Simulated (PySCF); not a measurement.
A structure optimised at PBE0-D3(BJ)/def2-TZVP, used in a PySCF frequency run:

```xyz
4

Be    -0.0285    -0.6466     0.0000
Br     0.0022     1.3111     0.0000
S     -0.0770    -2.5432     0.0000
H      1.2677    -2.6087     0.0000
```

Question: Write its SMILES, formula and point group.

Answer: [SH][Be][Br], BeBrHS, Cs

Question: What are its rotational constants (standard atomic weights)?

Answer: 285.57, 1.4293, 1.4222 GHz
